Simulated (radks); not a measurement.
Values are calculated unless marked as measured or tabulated.
Problem. Pr VI, 54 electrons, occupied as [Kr] 4d10 5s1.75 5p6 5d0.25 (fractional occupations, a model configuration). Level of theory: Dirac Kohn-Sham, BP86, spin-unpolarised, spherical densities, point nucleus; open shells fill j = l - 1/2 first (a radial shooting solver on a logarithmic mesh with Libxc functionals).

Spin-orbit splittings of the eigenvalues, e(l+1/2) - e(l-1/2), with zeta = 2 splitting/(2l+1) and mean radii in bohr:

shell  occ.  splitting (eV)  zeta (eV)  <r> j=l-1/2  <r> j=l+1/2
2p        6           482.3      321.5      0.08606      0.09237
3p        6           95.48      63.66       0.2618       0.2741
3d       10           20.55      8.219       0.2453       0.2492
4p        6               ?          ?       0.6333       0.6598
4d       10           3.808      1.523       0.7036       0.7127
5p        6           3.921      2.614        1.502        1.560
5d     0.25          0.5560     0.2224        1.899        1.918

Estimate the 4p splitting.

Solution. 21.14 eV (zeta = 14.09 eV).
